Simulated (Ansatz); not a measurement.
Species: [Cd(CH3)(OCH3)] (charge 0, multiplicity 1).

Problem. Give a relaxed geometry from r2SCAN-D4/def2-SVP run with Ansatz (a program for electronic structure).

Solution. One answer among several that fit: the end point of this relaxation, one of several conformers.
Cartesian coordinates (Å) in one orientation:
```xyz
10

Cd    -0.158    -0.111     0.022
C     -2.101     0.649     0.017
H     -2.079     1.740    -0.123
H     -2.599     0.422     0.970
H     -2.680     0.198    -0.803
O      1.738    -0.671     0.036
C      2.187    -1.991    -0.013
H      1.853    -2.614     0.846
H      3.295    -2.001     0.009
H      1.890    -2.535    -0.936
```
